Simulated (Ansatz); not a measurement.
Species: GaH$_{2}$I, charge 0, singlet. GaH2I (SMILES [GaH2][I]).
B3LYP-D3(BJ)/def2-TZVP minimum from Ansatz (a program for electronic structure):
```
Ga
H 1 1.5591
H 1 1.5591 2 128.37
I 1 2.5122 2 115.82 3 -180.00
```
Charge 0, spin multiplicity 1.

Total energies in def2-TZVPP, 12 correlated electrons, 23 frozen orbitals. Open shells are spin-unrestricted; no spin-orbit coupling. Cores are frozen in correlated methods (noble-gas shells, and filled d and f shells in the p block). Past Kr the def2 sets carry scalar-relativistic core potentials. Spin-orbit terms, left out, reach several kcal/mol for Br and I, and more for heavier atoms.

| method | program | energy (Eh) | minus CCSDT(Q) (mEh) |
|---|---|---|---|
| HF | Ansatz | -2221.11862 | 255.55 |
| MP2 | Ansatz | -2221.33502 | 39.16 |
| CCSD | Ansatz | -2221.36429 | 9.88 |
| CCSD(T) | Ansatz | -2221.37297 | 1.20 |
| CCSDT(Q) | Ansatz | -2221.37417 | 0.00 |

Rough core times of Ansatz's runs on a shared machine: CCSD(T) under 20 s, CCSDT(Q) 10 min.
